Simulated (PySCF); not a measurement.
**How methods differ on the ionisation energy of Zn(2+)**

Zn(2+) [Ar] 3d10 → Zn(3+) [Ar] 3d9 [3d3/2^4 3d5/2^5, M_J = 5/2], as a difference of total energies. Calculation: PySCF 2.14, in x2c-TZVPPall-2c; the two-component X2C-1e Hamiltonian. Correlated levels: [Ne] frozen; the 6 highest virtual spinors dropped. "Screened" scales the spin-orbit matrix elements by Boettger's factors to mimic the two-electron term; Breit and QED terms are absent.

| method | ionisation energy (eV) |
| --- | --- |
| GHF (spin-free) | 37.074 |
| GMP2 (spin-free) | 40.409 |
| GHF (screened spin-orbit) | 36.929 |
| GMP2 (screened spin-orbit) | 40.264 |

Errors of the correlated levels include the incompleteness of this basis and the frozen core.

**Question.** Which method comes closest to the reference value, and which is furthest?

**Answer.** The reference is 39.723 eV (measured; NIST Atomic Spectra Database, ionization energies). Closest: GMP2 (screened spin-orbit) (error 0.541 eV); furthest: GHF (screened spin-orbit) (error -2.794 eV).
